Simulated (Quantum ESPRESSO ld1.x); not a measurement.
Task: The mean radii <r> (bohr) of the occupied orbitals of an atom or ion are listed with their occupations. Calculated with ld1.x of Quantum ESPRESSO 7.5: Dirac Kohn-Sham, PBE, spin-unpolarised, spherical densities, point nucleus.

orbital  occ.      <r>
1s1/2       2  0.04029
2s1/2       2   0.1758
2p1/2       2   0.1506
2p3/2       4   0.1546
3s1/2       2   0.4468
3p1/2       2   0.4330
3p3/2       2   0.4394

Name the element and its charge. Open shells, if any, fill j = l - 1/2 first.

Result: Z = 37, rubidium, charge +21: Rb21+ in [Ne] 3s2 3p4. The 1s radius gives Z: for a bare nucleus <r> = (2 gamma + 1)/(2Z) with gamma = sqrt(1 - (Z/c)^2), 0.03954 bohr for Z = 37, and screening makes it slightly larger (0.04029 here). The occupations add up to 16, and the charge is Z minus that.
